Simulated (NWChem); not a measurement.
System: hydrogen iodide (HI); SMILES I

Here is an NWChem input.

```
start job
memory heap 200 mb stack 900 mb global 1100 mb
geometry units angstroms noautosym nocenter noautoz
  I      0.000000     0.000000     0.052007
  H      0.000000     0.000000    -1.565186
end
basis spherical
  * library def2-svpd
end
ecp
  I library def2-ecp
end
dft
  xc xpbe96 cpbe96
  iterations 150
end
tddft
  cis
  nroots 6
  notriplet
end
task tddft energy
```

The geometry was optimised at PBE0/def2-SVP. def2 effective core potentials on I; no spin-orbit coupling.

Vertical excitations in the gas phase.

What results follow from this input? (PBE/def2-SVPD with def2 effective core potentials on I, TDA.) Quantities: lowest excitation, singlet (eV); oscillator strength of that lowest state; lowest state with f > 0.02, singlet (eV); oscillator strength of that bright state; orbital gap (eV).


```
Quantity                                  Value
----------------------------------------  -----
lowest excitation, singlet (eV)            5.25
oscillator strength of that lowest state  0.006
lowest state with f > 0.02, singlet (eV)   7.25
oscillator strength of that bright state  0.153
orbital gap (eV)                           4.95
```
